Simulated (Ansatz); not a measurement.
Basis-set extrapolation for C₂H₈F₂N₂Si, SMILES `CN[Si](F)(F)NC` (PBE0-D4/def2-TZVP geometry, frozen core, Ansatz 0.2.0). Multiplicity 1, RHF reference.

```tsv
	def2-TZVPP	def2-QZVPP
HF	-677.496615	-677.525405
MP2 correlation	-1.383206	-1.494417
CCSD(T) correlation	-1.473162	not run
```

Energies in hartree. Use E(X) = E(∞) + A·exp(−7.88·√X) for Hartree–Fock and E(X) = E(∞) + B·X^(−2.97) for correlation, with X = 3 and 4, and add CCSD(T) minus MP2 of the smaller set to the MP2 limit.

Question: What is the CCSD(T) energy at the basis-set limit?

Answer: HF limit: -677.525405 + (-0.028790) × 0.13774 = -677.52937. MP2 limit: -1.494417 + (-0.111211) × 0.74074 = -1.57680. Higher-order term: -1.473162 − (-1.383206) = -0.08996. Total: -679.19613 hartree, 594.3 kJ/mol below CCSD(T)/def2-TZVPP.
